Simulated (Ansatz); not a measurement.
Computed with Ansatz on PBE0-D4/def2-TZVP structures; ΔE is electronic, products minus reactants. CCSD(T)/CBS is the MP2 limit (def2-TZVPP, def2-QZVPP) plus CCSD(T) − MP2 in def2-TZVPP, frozen cores. This one scheme is used for every species. Functionals use def2-TZVPP. B3LYP here is the variant with VWN-RPA as its local correlation; programs differ in this. One conformer a species, not always the lowest.

Consider the ligand exchange at the Si–O bond: `O[Si]([SiH3])([SiH3])Cl` + H–F → `F[Si]([SiH3])([SiH3])Cl` + H₂O.

`O[Si]([SiH3])([SiH3])Cl`:

Cartesian coordinates in Å:
```
O -1.253 -1.442 -0.804
Si -0.346 -0.520 0.214
Si 1.920 -0.494 -0.395
Si -1.388 1.572 0.323
Cl -0.378 -1.341 2.124
H -0.986 -2.353 -0.946
H 2.705 0.259 0.618
H 2.095 0.150 -1.725
H 2.427 -1.893 -0.468
H -2.780 1.423 0.822
H -1.403 2.207 -1.021
H -0.614 2.432 1.257
```

H–F:

```xyz
2

F    -0.026   -0.311    0.338
H     0.026    0.311   -0.338
```

`F[Si]([SiH3])([SiH3])Cl`:

Z-matrix (Å, degrees):
```
Si
Si 1 2.345
Si 1 2.345 2 116.7
F 1 1.604 2 108.9 3 123.7
Cl 1 2.061 2 107.5 3 -120.7
H 2 1.487 1 108.1 3 57.8
H 2 1.487 1 109.9 3 -61.3
H 2 1.486 1 109.9 3 177.7
H 3 1.486 1 108.1 2 -57.8
H 3 1.487 1 109.9 2 61.3
H 3 1.486 1 109.9 2 -177.7
```

H₂O:

Z-matrix (Å, degrees):
```
O
H 1 0.960
H 1 0.960 2 105.1
```

| level | ΔE (kJ/mol) | difference from CCSD(T)/CBS |
| --- | --- | --- |
| LDA (SPW92) | -32.6 | 3.6 |
| BLYP-D4 | -38.2 | -2.0 |
| r2SCAN-D4 | -38.3 | -2.1 |
| r2SCAN0-D4 | -36.5 | -0.3 |
| PBE0 | -36.8 | -0.6 |
| B3LYP | -42.2 | -6.0 |
| CCSD(T)/def2-SVP | -34.9 | 1.3 |
| SCS-MP2/def2-TZVPP | -35.1 | 1.1 |
| CCSD(T)/def2-TZVPP | -34.5 | 1.7 |
| HF/CBS(def2) | -45.3 | -9.1 |
| CCSD(T)/CBS | -36.2 | 0 |

Largest T1 diagnostic among the species: 0.013.

Leaving LDA and LC-ωPBE aside and taking each functional with its dispersion term where it has one, the values, not all of them listed here, spread over 7.7 kJ/mol, from B97M-V to revPBE-D4. LDA lies +5.6 kJ/mol from PBE without D4. The D4 term adds +4.5 kJ/mol with B3LYP and +2.5 kJ/mol with PBE0; it sums over pairs of atoms, weighted by their polarisabilities, and B3LYP, whose exchange is more repulsive, gets the larger term. In def2-TZVPP, CCSD(T) changes the Hartree–Fock value by +8.9 kJ/mol (the triples alone add +1.5 kJ/mol) and MP2 by +11.7 kJ/mol.
